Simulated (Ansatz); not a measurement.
Ge₅H₇⁺. Charge 1, multiplicity 1. Geometry r2SCAN-D4/def2-SVP; atoms count from 1.

```xyz
12

Ge    0.6183    1.5114   -1.0537
Ge   -0.0517   -1.1649   -0.2064
Ge    1.7784    0.2993    0.6724
Ge   -1.6280    0.6887   -0.7859
Ge   -1.0042   -2.0763    1.8822
H     0.3895   -1.9644   -1.4354
H     3.2117   -0.1472    0.3974
H    -1.0998   -0.5875    2.4340
H     1.1447    0.9968   -2.4171
H    -2.3652    1.1869    0.4530
H    -2.4782    0.5080   -2.0405
H     1.4845    0.7491    2.1001
```

The restricted singlet is unstable towards broken spin symmetry in Hartree–Fock (as tested in another run); at PBE0-D4/def2-TZVP this wasn't settled. The structure comes from a short search, and lower isomers may exist.

Estimate the Mulliken populations from the PBE0/def2-TZVP orbitals of Ansatz.


| atom | charge (e) |
| --- | --- |
| Ge1 | 0.07 |
| Ge2 | -0.27 |
| Ge3 | 0.07 |
| Ge4 | 0.07 |
| Ge5 | 0.34 |
| H6 | 0.12 |
| H7 | 0.12 |
| H8 | 0.04 |
| H9 | 0.11 |
| H10 | 0.11 |
| H11 | 0.12 |
| H12 | 0.11 |
Mulliken values depend strongly on the basis.

And the Mayer bond orders between heavy atoms (over 0.3)?

Ge1–Ge2 0.37 (2.89 Å); Ge1–Ge3 0.87 (2.41 Å); Ge1–Ge4 0.87 (2.41 Å); Ge2–Ge3 0.73 (2.50 Å); Ge2–Ge4 0.73 (2.50 Å); Ge2–Ge5 0.81 (2.47 Å).
